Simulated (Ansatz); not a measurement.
The inner images of a band of BrCl2HZn (5 atoms, charge 0, multiplicity 1) are given out of order.

All numbers below come from RKS PBE0-D4/def2-SVP (Ansatz 0.2.0).

Initial state:

```xyz
5
Properties=species:S:1:pos:R:3
Zn -0.030 0.000 0.132
Cl 0.522 0.000 2.205
Cl 0.140 0.000 -1.972
Br -2.723 0.000 0.887
H -1.955 0.000 2.105
```

Final state:

```xyz
5
Properties=species:S:1:pos:R:3
Zn -0.889 0.000 -0.245
Cl 0.219 0.000 2.163
Cl 0.645 0.000 -1.700
Br -2.980 0.000 0.650
H -1.041 0.000 2.489
```

Task: Put them in order from the first end to the last, with their energies above the first end.
A.
```xyz
5
Properties=species:S:1:pos:R:3
Zn -0.822 0.000 -0.208
Cl 0.193 0.000 2.218
Cl 0.601 0.000 -1.768
Br -2.907 0.000 0.735
H -1.109 0.000 2.380
```
B.
```xyz
5
Properties=species:S:1:pos:R:3
Zn -0.276 0.000 0.073
Cl 0.306 0.000 2.204
Cl 0.305 0.000 -1.957
Br -2.741 0.000 1.006
H -1.638 0.000 2.031
```
C.
```xyz
5
Properties=species:S:1:pos:R:3
Zn -0.523 0.000 -0.022
Cl 0.153 0.000 2.252
Cl 0.390 0.000 -1.927
Br -2.742 0.000 0.954
H -1.324 0.000 2.099
```
D.
```xyz
5
Properties=species:S:1:pos:R:3
Zn -0.138 0.000 0.107
Cl 0.410 0.000 2.204
Cl 0.224 0.000 -1.972
Br -2.749 0.000 0.958
H -1.794 0.000 2.060
```
E.
```xyz
5
Properties=species:S:1:pos:R:3
Zn -0.636 0.000 -0.081
Cl 0.147 0.000 2.271
Cl 0.453 0.000 -1.892
Br -2.783 0.000 0.877
H -1.226 0.000 2.181
```
F.
```xyz
5
Properties=species:S:1:pos:R:3
Zn -0.737 0.000 -0.147
Cl 0.169 0.000 2.258
Cl 0.530 0.000 -1.838
Br -2.844 0.000 0.806
H -1.163 0.000 2.277
```
G.
```xyz
5
Properties=species:S:1:pos:R:3
Zn -0.415 0.000 0.027
Cl 0.205 0.000 2.224
Cl 0.354 0.000 -1.941
Br -2.727 0.000 1.005
H -1.463 0.000 2.043
```

Result: D (+0.3 kcal/mol), B (+1.5 kcal/mol), G (+2.6 kcal/mol), C (+1.2 kcal/mol), E (-1.4 kcal/mol), F (-3.2 kcal/mol), A (-4.1 kcal/mol).

Run time: 75 s on 2 threads of AMD EPYC 9R45 96-Core Processor (Zen 5), with other jobs on the host, peak memory 0.29 GiB.
